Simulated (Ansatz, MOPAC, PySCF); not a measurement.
Species: C2HClF (charge 0, doublet). SMILES: [C](F)=CCl
Geometry from a B3LYP-D3(BJ)/def2-TZVP (Ansatz, a quantum-chemistry and plane-wave program) optimisation:
```xyz
5

C      0.0587    -0.8804     0.0790
C     -1.2077    -0.5449     0.1015
F     -1.8065     0.6063     0.0203
Cl     1.3399     0.2943    -0.0839
H      0.3737    -1.9074     0.1607
```
Charge 0, spin multiplicity 2.

Unscaled harmonic wavenumbers (cm⁻¹) in rising order, each level at the stationary point that it reaches from this structure (no distance between atoms moves by over 0.3 Å); the order of modes can differ between levels, and a negative number is imaginary. B3LYP-D3(BJ)/def2-TZVP (PySCF, at the structure above): 178, 412, 641, 752, 756, 1063, 1264, 1729, 3243.

PM3 (MOPAC): 159, 420, 595, 716, 752, 1048, 1293, 1914, 3062. Zero-point energy 14.2 against 14.3 kcal/mol; where all levels lie over 400 cm⁻¹, the wavenumbers are on average 0.995 times those of B3LYP-D3(BJ)/def2-TZVP.

HF/3-21G (Ansatz): 178, 457, 614, 734, 803, 1073, 1341, 1745, 3484. Zero-point energy 14.9 against 14.3 kcal/mol; where all levels lie over 400 cm⁻¹, the wavenumbers are on average 1.033 times those of B3LYP-D3(BJ)/def2-TZVP.
